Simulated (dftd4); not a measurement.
C3H9B3O3, charge +1, doublet, geometry from GFN2-xTB (a state made from the parent by changing its charge; the spin is typed, not shown lowest); dftd4 with D4 for wb97x.

Here is a job for dftd4.
```
$ dftd4 mol.xyz --func wb97x --charge 1 --json dftd4.json --noedisp

# file mol.xyz
18

C     -1.86921833    -2.30973507    -0.20001952
B     -0.89781226    -1.07389565    -0.09636603
O      0.46707948    -1.27383094     0.04116915
B      1.29249091    -0.22209950     0.13036239
C      2.88350992    -0.49012124     0.28816344
O      0.86577880     1.05123225     0.09371161
B     -0.48969592     1.30369220    -0.04280953
C     -0.99428482     2.80118990    -0.08592043
O     -1.27447429     0.21916510    -0.12860370
H     -1.35306759    -3.26268703    -0.15703666
H     -2.42127881    -2.25763040    -1.13753568
H     -2.59061526    -2.27087706     0.61520608
H      3.22032040    -1.01336254    -0.60324959
H      3.03259602    -1.12420064     1.15805345
H      3.40374293     0.45452431     0.40072714
H     -1.70188331     2.96037468     0.72651878
H     -0.18888059     3.52145244     0.00580456
H     -1.51295973     2.97338817    -1.02797967
```

What does dftd4 print? Leave out banner, timings and long lists.


```
                    ____  _____ _____     ____  _  _
      -------------|  _ \|  ___|_   _|---|  _ \| || |------------
     |             | | | | |_    | | ___ | | | | || |_           |
     |             | |_| |  _|   | ||___|| |_| |__   _|          |
     |             |____/|_|     |_|     |____/   |_|            |
     |             ===================================           |
     |            E. Caldeweyher, S. Ehlert & S. Grimme          |
     |          Mulliken Center for Theoretical Chemistry        |
     |                    University of Bonn                     |
      -----------------------------------------------------------

Rational (Becke-Johnson) damping: wb97x-D4-ATM
---------------------
  s6         1.0000
  s8         0.5093
  s9         1.0000
  a1         0.0662
  a2         5.4487
 alp        16.0000
--------------------

Dispersion energy:      -2.6720651615638E-02 Eh

[Info] JSON dump of results written to 'dftd4.json'
```
